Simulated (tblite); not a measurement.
Species: C₂H₅BCl₅Ga.
Numbering: `[CH3:1][Ga@@H-:2]1[Cl+:3][B@H-:4]([C:5]([Cl:6])([Cl:7])[Cl:8])[Cl+:9]1` (hydrogens: H10, H11, H12 on C1; H13 on Ga2; H14 on B4)

Computed with GFN2-xTB (tblite), gas phase: L-BFGS steps from a force-field or distance-geometry start until the largest atomic force falls under 0.01 eV/Å.

Step 13: E = -874.0389 eV
```
atom  x, y, z in Å  |  force x, y, z in eV/Å
C1      3.1566   -0.3727    0.6913    0.120  -0.017   0.065
Ga2     1.4449    0.3203   -0.0887   -0.147  -0.049   0.041
Cl3    -0.2581    1.0263    1.3558    0.000  -0.045  -0.099
B4     -1.3022    0.2753    0.0009   -0.036  -0.009  -0.002
C5     -2.8293   -0.1180    0.4972    0.040   0.012   0.006
Cl6    -3.3302   -1.7569   -0.0239    0.063   0.142   0.001
Cl7    -3.9680    1.0430   -0.2557   -0.061  -0.093   0.091
Cl8    -3.1162   -0.0332    2.2653    0.150  -0.012  -0.162
Cl9    -0.2704   -1.2090   -0.4903   -0.018   0.079   0.081
H10     3.9756    0.2973    0.4153    0.053  -0.017   0.029
H11     3.1203   -0.4306    1.7827   -0.036  -0.015  -0.002
H12     3.3988   -1.3669    0.3066   -0.024  -0.017   0.014
H13     1.2825    1.3017   -1.2863    0.050   0.059  -0.051
H14    -1.3049    1.0228   -0.9123   -0.153  -0.019  -0.014
```

Step 14: E = -874.0453 eV
```
atom  x, y, z in Å  |  force x, y, z in eV/Å
C1      3.1643   -0.3787    0.6965    0.084   0.011   0.050
Ga2     1.4512    0.3198   -0.0899   -0.149  -0.080   0.083
Cl3    -0.2606    1.0370    1.3473   -0.005  -0.053  -0.152
B4     -1.3074    0.2838   -0.0089    0.042  -0.042   0.026
C5     -2.8229   -0.1167    0.4976   -0.078  -0.003   0.009
Cl6    -3.3259   -1.7543   -0.0231    0.071   0.108  -0.016
Cl7    -3.9755    1.0385   -0.2460   -0.057  -0.073   0.087
Cl8    -3.1052   -0.0393    2.2645    0.161   0.000  -0.122
Cl9    -0.2710   -1.2064   -0.4933   -0.027   0.141   0.079
H10     3.9835    0.2940    0.4215    0.024  -0.059   0.046
H11     3.1198   -0.4325    1.7898   -0.021  -0.029  -0.071
H12     3.4036   -1.3745    0.3092   -0.029   0.040   0.053
H13     1.2723    1.3016   -1.2821    0.072   0.071  -0.073
H14    -1.3268    1.0272   -0.9252   -0.091  -0.031   0.001
```

Problem. Estimate the geometry and energy of step 15. (The exact step hangs on the optimiser's Hessian estimate; all steps are aligned on step 14, rigid shifts and turns removed.)

Solution. E = -874.0517 eV, largest force 0.159 eV/Å
```
atom  x, y, z in Å  |  force x, y, z in eV/Å
C1      3.1732   -0.3848    0.7025    0.006   0.042   0.011
Ga2     1.4550    0.3176   -0.0894   -0.097  -0.081   0.093
Cl3    -0.2627    1.0456    1.3346   -0.016  -0.022  -0.153
B4     -1.3134    0.2923   -0.0191    0.105  -0.055   0.034
C5     -2.8177   -0.1156    0.4983   -0.148  -0.004  -0.008
Cl6    -3.3200   -1.7499   -0.0231    0.064   0.030  -0.043
Cl7    -3.9845    1.0325   -0.2347   -0.075  -0.031   0.072
Cl8    -3.0902   -0.0454    2.2621    0.156   0.010  -0.031
Cl9    -0.2715   -1.1999   -0.4933   -0.041   0.142   0.047
H10     3.9923    0.2894    0.4290    0.009  -0.085   0.055
H11     3.1189   -0.4347    1.7964   -0.003  -0.045  -0.108
H12     3.4082   -1.3818    0.3124   -0.027   0.081   0.087
H13     1.2633    1.3028   -1.2790    0.097   0.061  -0.071
H14    -1.3515    1.0313   -0.9387   -0.029  -0.043   0.015
```

The energy changes by -0.0064 eV. The first-order estimate −F·Δx gives -0.0088 eV and the mean of the old and new forces, exact on a quadratic surface, -0.0064 eV. The step makes an angle of 68° with the force vector and moves no atom by more than 0.028 Å.

What follows is the cost of the whole relaxation. Hardware: an Arm Neoverse N1 with one thread, shared host. Cost: 3.2 s of wall time.
